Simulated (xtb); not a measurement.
2-chloro-3-fluorobuta-1,3-diene (C4H4ClF), SMILES C=C(F)C(=C)Cl. All values are semi-empirical tight-binding results from xtb (GFN2-xTB unless named), good for trends rather than for accurate numbers. The structure is a stationary point at GFN2-xTB. One conformer was computed; it need not be the lowest.

Optimised geometry:

Bonds (Å): C1–C2 1.325, C1–H7 1.075, C1–H8 1.073, C2–F3 1.354, C2–C4 1.460, C4–C5 1.329, C4–Cl6 1.729, C5–H9 1.076, C5–H10 1.074. Bond angles (°): C2–C1–H7 120.6, C2–C1–H8 121.2, H7–C1–H8 118.3, C1–C2–F3 119.0, C1–C2–C4 128.2, F3–C2–C4 112.8, C2–C4–C5 124.2, C2–C4–Cl6 115.0, C5–C4–Cl6 120.8, C4–C5–H9 120.4, C4–C5–H10 121.9, H9–C5–H10 117.7.
Charge 0, spin multiplicity 1.

The point group as xtb finds it is Cs and the orbital gap is 3.58 eV. The dipole moment is 0.40 D, the zero-point energy is 41.3 kcal/mol and the G − E(el) at 298.15 K (modified RRHO) comes out as 22.1 kcal/mol. The static polarisability (D4 model) is 63.0 bohr³ and the solvation energy, GFN2-xTB/ALPB(water) is -2.1 kcal/mol. The solvation energy, GFN2-xTB/ALPB(dmso) is -5.4 kcal/mol.

Computed atomic charges and the Wiberg bond orders between heavy atoms:
charges (e) C1 -0.10, C2 0.17, F3 -0.22, C4 0.09, C5 -0.09, Cl6 -0.16, H7 0.08, H8 0.08, H9 0.09, H10 0.07. Bond orders C1–C2 1.83, C2–F3 0.96, C2–C4 1.07, C4–C5 1.83, C4–Cl6 0.98.
